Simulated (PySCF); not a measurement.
Magnetic shielding above rings: a mixed set.

Probes without a nucleus sit at each ring's centroid and 1 Å off its mean plane on both sides; NICS is minus the shielding there, NICSzz its component along the normal. Level: GIAO PBE0/pcSseg-1 (PySCF, non-relativistic, gas phase) on the GFN2-xTB geometries, one conformer each. Atom numbers follow the mapped SMILES.

Question: Order these rings by mean NICS(1)zz, lowest (most negative) first (ppm).
A. ring C2–Si3–C4–Si5–C6–Si7 in `[CH3:1][C@@H:2]1[SiH2:3][CH2:4][SiH2:5][CH2:6][Si@@H:7]1[PH2:8]`
B. ring C3–C4–C5–C6–O8–C9 in `[CH:1]#[C:2][c:3]1[cH:4][cH:5][c:6](=[O:7])[o:8][c:9]1[CH3:10]`
C. ring C5–C6–C7–C8 in `[PH2:1][SiH2:2][SiH2:3][SiH2:4][CH:5]1[CH2:6][CH2:7][CH2:8]1`
D. ring C3–C4–C5–C6–C7–C8 in `[F:1][CH2:2][c:3]1[cH:4][cH:5][cH:6][c:7]2[c:8]1[CH:9]=[CH:10][SiH2:11]2`
E. ring C4–C5–C6–N7–N8–N9 in `[CH3:1][C:2](=[O:3])[c:4]1[cH:5][cH:6][n:7][n:8][n:9]1`
F. ring C6–C7–O8–C9 in `[CH3:1][CH:2]([CH3:3])[Si@H:4]([SiH3:5])[CH:6]1[CH2:7][O:8][CH2:9]1`
G. ring C5–P6–C7–N8–N9 in `[CH3:1][O:2][C:3](=[O:4])[c:5]1[p:6][cH:7][n:8][n:9]1[SiH3:10]`

Answer: G (-30.2), E (-28.4), D (-25.4), B (-6.1), F (2.5), A (4.2), C (6.0).

| SMILES | ring | NICS(0) | NICS(1) | NICS(1)zz | HOMA | rms pucker (Å) | ring atoms with four or more neighbours |
| --- | --- | --- | --- | --- | --- | --- | --- |
| COC(=O)c1pcnn1[SiH3] | 5-membered ring with 2 N and P; formal bonds all aromatic | -11.5 | -12.7 | -30.2 | 0.85 | 0.00 | 0 |
| CC(=O)c1ccnnn1 | 6-membered ring with 3 N; formal bonds all aromatic | -4.5 | -11.8 | -28.4 | 0.98 | 0.00 | 0 |
| FCc1cccc2c1C=C[SiH2]2 | 6-membered carbocycle; formal bonds all aromatic | -7.1 | -10.4 | -25.4 | 0.98 | 0.00 | 0 |
| C#Cc1ccc(=O)oc1C | 6-membered ring with O; bonds drawn aromatic by RDKit's count | -1.5 | -4.2 | -6.1 | 0.20 | 0.00 | 0 |
| CC(C)[Si@H]([SiH3])C1COC1 | 4-membered ring with O; formal bonds all single | 1.0 | 2.1 | 2.5 | – | 0.05 | 3 |
| C[C@@H]1[SiH2]C[SiH2]C[Si@@H]1P | 6-membered ring with 3 Si; formal bonds all single | -2.2 | -1.8 | 4.2 | – | 0.28 | 6 |
| P[SiH2][SiH2][SiH2]C1CCC1 | 4-membered carbocycle; formal bonds all single | 1.9 | 0.6 | 6.0 | – | 0.07 | 4 |

NICS(0) gives another order. The isotropic NICS(1) gives another order. Over the 4 rings with a HOMA value its correlation coefficient with NICS(1)zz is -0.95. HOMA uses Krygowski's 1993 parameters; it is left out where a ring has a four-coordinate atom, a triple bond, no multiple bond or a kind of bond without parameters. NICS(1) and NICS(1)zz are means over the two faces.
